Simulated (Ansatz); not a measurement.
A nudged elastic band was laid between two geometries of H3P + H4SSn (10 atoms, charge 0, multiplicity 1).

Method: RHF/def2-SVP (Ansatz 0.2.0).

- movable images: 7
- climbing image: yes
- spring: 5.0 eV/Å²
- optimiser: quadratic models (default)
- start path: through a guess of the saddle point
- force threshold: 0.05 eV/Å
- iteration limit: 60
- end points: relaxed

First end point:

```xyz
10
Properties=species:S:1:pos:R:3
Sn -1.824 -0.358 1.039
S 0.299 -1.310 1.774
H -2.253 -1.224 -0.361
H -2.971 -0.580 2.285
H -1.620 1.305 0.724
H 2.359 0.058 -1.123
P 1.463 0.609 -2.062
H 0.364 -0.644 2.931
H 1.985 1.920 -2.002
H 2.198 0.225 -3.205
```

Last end point:

```xyz
10
Properties=species:S:1:pos:R:3
Sn -1.652 0.465 -0.288
S 1.704 -2.073 1.418
H -2.202 -1.142 -0.469
H -1.102 0.719 1.313
H -2.943 1.543 -0.605
H 2.848 -1.496 1.040
P 0.152 0.900 -2.014
H 1.505 -1.228 2.433
H 0.539 2.154 -1.483
H 1.152 0.159 -1.345
```

What changes between the two ends?

Bonds broken: Sn1–S2, H6–P7. Bonds formed: Sn1–P7, S2–H6. H3P + H4SSn becomes H2S + H5PSn.

What energy profile does the band end with?

The run converged. The highest image is number 4 of 0 to 8, 2.40 eV above the first end and 2.11 eV above the last; the last end lies 0.29 eV above the first. A structure lower than the first end lies on the path between it and the top, so the climb from that side starts below the end, which may itself be a saddle point or a shallow side well. Neighbouring images differ by up to 1.5 eV, so the band resolves the path poorly. A vibrational analysis at the climbing image gives one clearly imaginary mode, 960i cm⁻¹: a first-order saddle point. The orbitals stay closed-shell, which can raise the energy where a bond breaks towards radicals; this wasn't checked here.

```tsv
image	path coordinate (Å)	energy (eV)	Sn1–S2 (Å)	H6–P7 (Å)	Sn1–P7 (Å)
0	0.00	0.00	2.44	1.41	4.62
1	1.75	-0.01	2.44	1.41	4.50
2	3.49	0.05	2.44	1.41	4.24
3	5.23	0.89	2.53	1.40	3.26
4	6.96	2.40	3.38	1.49	2.59
5	7.93	1.42	3.48	2.57	2.50
6	8.91	0.37	4.00	3.38	2.55
7	9.88	0.30	4.36	4.17	2.54
8	10.86	0.29	4.54	4.73	2.53
```

What is the geometry of the highest image?


```xyz
10
Properties=species:S:1:pos:R:3
Sn -1.430 0.125 0.073
S 1.137 -1.803 1.121
H -1.934 -1.368 -0.532
H -1.409 0.425 1.735
H -2.369 1.363 -0.680
H 1.694 -0.138 0.141
P 0.922 0.659 -0.861
H 1.105 -1.194 2.314
H 1.208 1.980 -1.252
H 1.076 -0.048 -2.059
```

Run time: 7 min on 2 threads of Intel(R) Xeon(R) Platinum 8259CL CPU @ 2.50GHz (Skylake/Cascade Lake), with other jobs on the host, peak memory 0.24 GiB.
